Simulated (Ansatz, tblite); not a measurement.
Forces on the cluster Cu2Te2 at its PBE-D4/def2-SVP geometry. Total charge 0; singlet.

In the def2 sets Te takes a core potential; there is no spin–orbit coupling. The xTB rows come from tblite. At PBE0-D4/def2-TZVP a triplet of charge 0 lies 0.06 eV below the restricted singlet, each at its own geometry. The structure comes from a short search, and lower isomers may exist.

GFN1-xTB (tblite), largest force 0.54 eV/Å:

```xyz
4
positions Å, forces eV/Å
Cu    0.602   -0.768   -0.927   -0.076    0.110    0.171
Cu   -0.961    0.924    0.185    0.160   -0.146    0.002
Te    1.457    1.316    0.044   -0.396   -0.368    0.004
Te   -1.098   -1.472    0.697    0.311    0.404   -0.177
```

GFN2-xTB (tblite), largest force 0.58 eV/Å:

```
Cu 0.355 -0.382 -0.242
Cu -0.347 0.379 0.259
Te -0.182 -0.192 0.037
Te 0.174 0.196 -0.054
```

PBE-D4/def2-TZVP (Ansatz), largest force 0.14 eV/Å:

```
Cu 0.082 -0.090 -0.067
Cu -0.088 0.093 0.054
Te -0.062 -0.073 0.024
Te 0.069 0.070 -0.010
```
